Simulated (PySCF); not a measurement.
C4H4BNO, SMILES C1=N[C@@H](C#C)B1O.

Geometry optimised at PBE0-D3(BJ)/def2-SVP. The structure was generated by enumeration; whether it is a known compound was not checked. Other conformers were not sampled.

Vertical ionisation energy (IE) and electron affinity (EA) in eV. Rows of orbital energies are one-electron estimates. Where ΔSCF, EOM or ADC give a negative EA the extra electron is unbound and the value depends on the basis.

```csv
level,IE,EA
"−ε(HOMO), −ε(LUMO), M06-2X/def2-TZVP (PySCF)",…,…
"−ε(HOMO), −ε(LUMO), PBE/def2-TZVP (PySCF)",5.97,2.69
```

Q: Fill in the missing entries. (Estimate from the structure and the level; the computed values follow.)

A: 
- −ε(HOMO), −ε(LUMO), M06-2X/def2-TZVP (PySCF), IE: 8.54
- −ε(HOMO), −ε(LUMO), M06-2X/def2-TZVP (PySCF), EA: 0.59
